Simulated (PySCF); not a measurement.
## Stretching NaI

Set-up: basis Na x2c-SVPall, I x2c-SVPall; spin-free X2C with a Gaussian nucleus; PySCF 2.14. Energies in eV from Na + I in their ground configurations at the same level. State: ¹Σ⁺ (singlet), closed shell.

Curves on a restricted Hartree–Fock reference rise too fast on stretching and do not dissociate correctly.

| R (Å) | PBE0 | r²SCAN | RHF |
| --- | --- | --- | --- |
| 2.331 | -2.716 | -2.815 | -1.785 |
| 2.439 | -3.019 | -3.130 | -2.134 |
| 2.547 | -3.183 | -3.304 | -2.333 |
| 2.629 | -3.240 | -3.367 | -2.411 |
| 2.710 | -3.255 | -3.386 | -2.442 |
| 2.791 | -3.237 | -3.373 | -2.438 |
| 2.900 | -3.177 | -3.317 | -2.392 |
| 3.035 | -3.060 | -3.205 | -2.289 |
| 3.198 | -2.884 | -3.032 | -2.123 |
| 3.415 | -2.620 | -2.772 | -1.865 |

Question: Put a parabola through the three lowest points of the PBE0 curve and estimate Re, k and ωe (reduced mass 19.46 u; 1 eV/Å² = 0.16022 mdyn/Å; ωe = 1302.8·√(k/μ) cm⁻¹).

Answer: Through R = 2.629, 2.71, 2.791 Å the second-order coefficient is 2.51 eV/Å², so Re ≈ 2.706 Å, k ≈ 0.806 mdyn/Å and ωe ≈ 265 cm⁻¹. A polynomial fit of higher order to the unrounded PBE0 energies gives Re = 2.703 Å, k = 0.794 mdyn/Å, ωe = 263 cm⁻¹; anharmonicity and rounding make the difference.

The higher-order fit for each curve: PBE0: Re = 2.703 Å, ωe = 263 cm⁻¹, De = 3.25 eV; r²SCAN: Re = 2.714 Å, ωe = 262 cm⁻¹, De = 3.39 eV; RHF: Re = 2.740 Å, ωe = 259 cm⁻¹, De = 2.44 eV.

Spin–orbit coupling is left out, which matters for elements this heavy, above all for dissociation energies. Where the molecule has an RHF reference, its open-shell atoms are computed with UHF.
